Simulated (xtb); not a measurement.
xtb input (GFN2-xTB):

```bash
xtb mol.xyz --gfn 2 --ohess tight --chrg -1 --uhf 0
```
mol.xyz:
```
8

Te     0.38926692     2.09323394    -1.65272018
Ge     0.27912902     0.19237077     0.08698112
Te    -1.14542248     0.96296027     2.12078793
Te    -0.70787876    -1.97631279    -0.93929324
Te     2.57903996    -0.34029631     1.02253555
H     -2.38639408     1.16461601     1.12940960
H     -2.06595573    -1.09918144    -1.42350561
H      3.01157931    -0.90255801    -0.43095722
```

Output:

```
           -------------------------------------------------
          |                Calculation Setup                |
           -------------------------------------------------

           -------------------------------------------------
          |                 G F N 2 - x T B                 |
           -------------------------------------------------

        Reference                      10.1021/acs.jctc.8b01176
      * Hamiltonian:
        H0-scaling (s, p, d)           1.850000    2.230000    2.230000
        zeta-weighting                 0.500000
      * Dispersion:
        s8                             2.700000
        a1                             0.520000
        a2                             5.000000
        s9                             5.000000
      * Repulsion:
        kExp                           1.500000    1.000000
        rExp                           1.000000
      * Coulomb:
        alpha                          2.000000
        third order                    shell-resolved
        anisotropic                    true
        a3                             3.000000
        a5                             4.000000
        cn-shift                       1.200000
        cn-exp                         4.000000
        max-rad                        5.000000

          ...................................................
          :                      SETUP                      :
          :.................................................:
          :  # basis functions                  53          :
          :  # atomic orbitals                  48          :
          :  # shells                           18          :
          :  # electrons                        32          :
          :  max. iterations                   250          :
          :  Hamiltonian                  GFN2-xTB          :
          :  restarted?                      false          :
          :  GBSA solvation                  false          :
          :  PC potential                    false          :
          :  electronic temp.          300.0000000     K    :
          :  accuracy                    1.0000000          :
          :  -> integral cutoff          0.2500000E+02      :
          :  -> integral neglect         0.1000000E-07      :
          :  -> SCF convergence          0.1000000E-05 Eh   :
          :  -> wf. convergence          0.1000000E-03 e    :
          :  Broyden damping             0.4000000          :
          :  net charge                         -1          :
          :  unpaired electrons                  0          :
          ...................................................

 iter      E             dE          RMSdq      gap      omega  full diag
   1    -14.1441963 -0.141442E+02  0.305E+01    1.83       0.0  T
   2     -5.3232768  0.882092E+01  0.209E+01    1.92       1.0  T
   3     15.2165256  0.205398E+02  0.454E+01    1.02       1.0  T
   4    -14.5332252 -0.297498E+02  0.160E+01    2.46       1.0  T
   5    -16.1351100 -0.160188E+01  0.119E+01    1.55       1.0  T
   6    -15.6945575  0.440552E+00  0.103E+01    2.07       1.0  T
[...]
     3  52 Te       6   1 H                                       1.6804381 (min)
Molecule has no symmetry elements
It seems to be the C1 point group
     4  52 Te       7   1 H                                       1.6861623
     5  52 Te       8   1 H                                       1.6887916

 * 2 distinct bonds (by element types)

   Z      Z             #   av. dist./Å        max./Å        min./Å
   1 H   52 Te          3     1.6851307     1.6887916     1.6804381
  32 Ge  52 Te          4     2.5755762     2.6167811     2.4751415

           -------------------------------------------------
          |               Frequency Printout                |
           -------------------------------------------------
 projected vibrational frequencies (cm⁻¹)
eigval :       -0.00    -0.00    -0.00     0.00     0.00     0.00
eigval :       40.58    46.04    64.57    65.31    72.20    96.51
eigval :      138.99   144.10   149.58   217.44   219.06   297.46
eigval :      465.35   488.90   533.94  1698.28  1715.53  1771.70
 reduced masses (amu)
   1:124.91   2:124.51   3:121.96   4:122.19   5:121.35   6:124.83   7:112.32   8:123.93
   9:117.80  10:117.45  11:118.44  12: 20.49  13:  6.14  14: 75.06  15: 56.87  16: 86.90
  17: 81.16  18: 85.37  19:  2.65  20:  4.10  21:  3.82  22:  2.00  23:  1.98  24:  1.98
 IR intensities (km·mol⁻¹)
   1:  0.63   2:  0.43   3:  2.34   4:  1.29   5:  1.51   6:  1.08   7:  0.12   8:  0.15
   9:  2.19  10:  3.11  11:  0.78  12:  0.56  13:  7.92  14:  2.30  15: 12.74  16: 53.32
  17: 98.74  18: 63.50  19: 99.39  20: 96.81  21:  6.79  22: 99.16  23:******  24:******
 Raman intensities (Ä⁴*amu⁻¹)
   1:  0.00   2:  0.00   3:  0.00   4:  0.00   5:  0.00   6:  0.00   7:  0.00   8:  0.00
   9:  0.00  10:  0.00  11:  0.00  12:  0.00  13:  0.00  14:  0.00  15:  0.00  16:  0.00
  17:  0.00  18:  0.00  19:  0.00  20:  0.00  21:  0.00  22:  0.00  23:  0.00  24:  0.00
 output can be read by thermo (or use thermo option).
 writing <g98.out> molden fake output.
 recommended (thermochemical) frequency scaling factor: 1.0
           -------------------------------------------------
          |             Thermodynamic Functions             |
           -------------------------------------------------

c1  symmetry found (for desy threshold:  0.10E+00) used in thermo

          ...................................................
          :                      SETUP                      :
          :.................................................:
          :  # frequencies                          18      :
          :  # imaginary freq.                       0      :
          :  linear?                             false      :
          :  only rotor calc.                    false      :
          :  symmetry                               c1      :
          :  rotational number                       1      :
          :  scaling factor                  1.0000000      :
          :  rotor cutoff                   50.0000000 cm⁻¹ :
          :  imag. cutoff                  -20.0000000 cm⁻¹ :
          :.................................................:

    mode    ω/cm⁻¹     T·S(HO)/kcal·mol⁻¹    T·S(FR)/kcal·mol⁻¹   T·S(vib)
   ------------------------------------------------------------------------
       1     40.58    -1.55956 ( 30.25%)    -1.11837 ( 69.75%)    -1.25183
       2     46.04    -1.48500 ( 41.82%)    -1.08096 ( 58.18%)    -1.24992
       3     64.57    -1.28572 ( 73.56%)    -0.98075 ( 26.44%)    -1.20508
       4     65.31    -1.27907 ( 74.43%)    -0.97740 ( 25.57%)    -1.20193
       5     72.20    -1.22018 ( 81.30%)    -0.94768 ( 18.70%)    -1.16922
       6     96.51    -1.05053 ( 93.28%)    -0.86170 (  6.72%)    -1.03785
       7    138.99    -0.84009 ( 98.35%)    -0.75365 (  1.65%)    -0.83866
       8    144.10    -0.81954 ( 98.57%)    -0.74297 (  1.43%)    -0.81844
       9    149.58    -0.79830 ( 98.77%)    -0.73191 (  1.23%)    -0.79749
      10    217.44    -0.59043 ( 99.72%)    -0.62109 (  0.28%)    -0.59051
      11    219.06    -0.58643 ( 99.73%)    -0.61890 (  0.27%)    -0.58651
      12    297.46    -0.42670 ( 99.92%)    -0.52827 (  0.08%)    -0.42678
   ------------------------------------------------------------------------
Note: The following floating-point exceptions are signalling: IEEE_UNDERFLOW_FLAG IEEE_DENORMAL
normal termination of xtb

   temp. (K)  partition function   enthalpy   heat capacity  entropy
                                   cal/mol     cal/K/mol   cal/K/mol   J/K/mol
 298.15  VIB  0.117E+06             5631.954     24.668     39.509
         ROT  0.818E+07              888.752      2.981     34.613
         INT  0.958E+12             6520.706     27.649     74.122
         TR   0.137E+29             1481.254      4.968     44.968
         TOT                        8001.9603    32.6167   119.0905   498.2747

       T/K    H(0)-H(T)+PV         H(T)/Eh          T*S/Eh         G(T)/Eh
   ------------------------------------------------------------------------
    298.15    0.127519E-01    0.314911E-01    0.565837E-01   -0.250927E-01
   ------------------------------------------------------------------------

         :::::::::::::::::::::::::::::::::::::::::::::::::::::
         ::                  THERMODYNAMIC                  ::
         :::::::::::::::::::::::::::::::::::::::::::::::::::::
         :: total free energy         -16.150800609553 Eh   ::
         ::.................................................::
         :: total energy              -16.125707929537 Eh   ::
         :: zero point energy           0.018739133358 Eh   ::
         :: G(RRHO) w/o ZPVE           -0.043831813374 Eh   ::
         :: G(RRHO) contrib.           -0.025092680016 Eh   ::
         :::::::::::::::::::::::::::::::::::::::::::::::::::::

optimized geometry written to: xtbopt.xyz

           -------------------------------------------------
          | TOTAL ENERGY              -16.125707929537 Eh   |
          | TOTAL ENTHALPY            -16.094216860822 Eh   |
          | TOTAL FREE ENERGY         -16.150800609553 Eh   |
          | GRADIENT NORM               0.000282709015 Eh/α |
          | HOMO-LUMO GAP               2.416259236645 eV   |
           -------------------------------------------------

------------------------------------------------------------------------
------------------------------------------------------------------------
 total:
 SCF:
 ANC optimizer:
 analytical hessian:
```

It need not be the lowest isomer of its formula. Whether it binds its extra electron was not tested at this geometry.
